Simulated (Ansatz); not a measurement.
Breaking the Ga1–H2 bond in BrGaH2 (SMILES [GaH2][Br]) (multiplicity 1 held, fragments rigid). Energies count from the point at 1.557 Å.
Geometry at that point (charge 0, multiplicity 1):
```xyz
4

Ga    -0.6273    -0.9764     0.1564
H     -0.0705    -1.9594     1.2286
H     -1.8960    -1.1018    -0.7382
Br     0.6118     0.9523    -0.1525
```

R- and RO- levels are restricted; in cc, def2 and unpolarised 6-31G sets they are followed outwards from rest. U- levels take the lowest unrestricted solution at each point, which mixes spins at long bonds. Active spaces are followed from a long bond inwards. Curves can end on different states.

Frozen-core correlation. Filled d and f shells under p-block atoms count as core.

Programs: Ansatz (Gaussian orbitals). Values without a source in brackets are computed.

### Question
Estimate the energy at R = 4.984 Å that U-CCSD/cc-pVDZ returns for this input.

### Answer
78.5 kcal/mol

### Question
Predict the energy at R = 4.984 Å from FIC-MRCISD+Q on CASSCF(2,2)/cc-pVDZ.

### Answer
78.9 kcal/mol

### Question
Predict the energy at R = 4.984 Å from R-MP2/cc-pVDZ.

### Answer
107.7 kcal/mol

Doubts at one or more of the structures used: a restricted determinant that unrestricted orbitals would lower (R-MP2/cc-pVDZ); a spin-contaminated determinant (U-CCSD/cc-pVDZ).

Ansatz is an electronic-structure program.
